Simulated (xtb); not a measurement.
xtb input:

```bash
xtb mol.xyz --gfn 2 --sp --chrg -1 --uhf 0
```
mol.xyz:
```
4

Bi    -0.00000000    -0.00000000    -0.66894047
B      0.00000000     0.00000000     1.37460998
B      0.00000000     0.00000000     2.98974736
O      0.00000000     0.00000000     4.21253402
```

Which total energy does the run end on?

-9.02380 Eh (GFN2-xTB).

It need not be the lowest isomer of its formula.
